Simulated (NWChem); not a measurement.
System meant: HSe₂Br; SMILES [SeH][Se]Br

NWChem input:

```
start job
memory heap 200 mb stack 900 mb global 1100 mb
geometry units angstroms noautoz
  Se     0.954684    -0.027784     0.010862
  Br    -0.450589     1.861237     0.006049
  Se    -0.465714    -1.827868     0.034491
  H     -0.643582    -1.945439    -1.429110
end
basis spherical
  * library def2-svp
end
dft
  xc xpbe96 cpbe96
  iterations 4
  mulliken
end
task dft energy
```

End of the output:

```
    Atom       Charge   Shell Charges
 -----------   ------   -------------------------------------------------------
    1 Se  34    33.96   2.00  2.00  1.96  1.18  0.68  5.99  5.79  1.96  2.22  7.82  2.04  0.32
    2 Br  35    35.10   2.00  2.00  1.96  1.18  0.77  5.99  5.81  2.44  2.89  7.83  2.04  0.18
    3 Se  34    33.92   2.00  2.00  1.96  1.13  0.65  5.99  5.80  2.01  2.26  7.82  2.04  0.27
    4 H    1     1.01   0.61  0.34  0.06

 center of mass
 --------------
 x =   0.01148496 y =   0.00070132 z =   0.01483207

 moments of inertia (a.u.)
 ------------------
        1951.700864553309           0.000000000000          -0.000000000000
           0.000000000000         384.972131216520           0.000000000000
          -0.000000000000           0.000000000000        2321.446048233043

     Multipole analysis of the density
     ---------------------------------

     L   x y z        total         alpha         beta         nuclear
     -   - - -        -----         -----         ----         -------
     0   0 0 0     -0.000000    -52.000000    -52.000000    104.000000

     1   1 0 0      0.043775      0.021888      0.021888     -0.000000
     1   0 1 0     -0.598224     -0.299112     -0.299112      0.000000
     1   0 0 1     -0.233263     -0.116631     -0.116631      0.000000

     2   2 0 0    -39.786507   -101.823017   -101.823017    163.859527
     2   1 1 0      0.818265     -0.018571     -0.018571      0.855407
     2   1 0 1      0.525037     -0.687722     -0.687722      1.900481
     2   0 2 0    -39.096669   -445.663623   -445.663623    852.230577
     2   0 1 1      1.084330     -2.290508     -2.290508      5.665347
     2   0 0 2    -40.679371    -24.072655    -24.072655      7.465938

 ------------------------------------------------------------------------
 dft energy failed                                                                                  0
 ------------------------------------------------------------------------
 ------------------------------------------------------------------------
  current input line :
    17: task dft energy
 ------------------------------------------------------------------------
 ------------------------------------------------------------------------
 This type of error is most commonly associated with calculations not reaching convergence criteria
 ------------------------------------------------------------------------
 For more information see the NWChem manual at https://nwchemgit.github.io

0:dft energy failed:Received an Error in Communication
```

### Question
Find the fault in this run and fix the input.

### Answer
The run did not converge; its last values are not results. Cause: the SCF was allowed too few iterations. This input runs:
```
start job
memory heap 200 mb stack 900 mb global 1100 mb
geometry units angstroms noautoz
  Se     0.954684    -0.027784     0.010862
  Br    -0.450589     1.861237     0.006049
  Se    -0.465714    -1.827868     0.034491
  H     -0.643582    -1.945439    -1.429110
end
basis spherical
  * library def2-svp
end
dft
  xc xpbe96 cpbe96
  iterations 150
  mulliken
end
task dft energy
```
It converges to -7375.88664 Ha (PBE/def2-SVP).
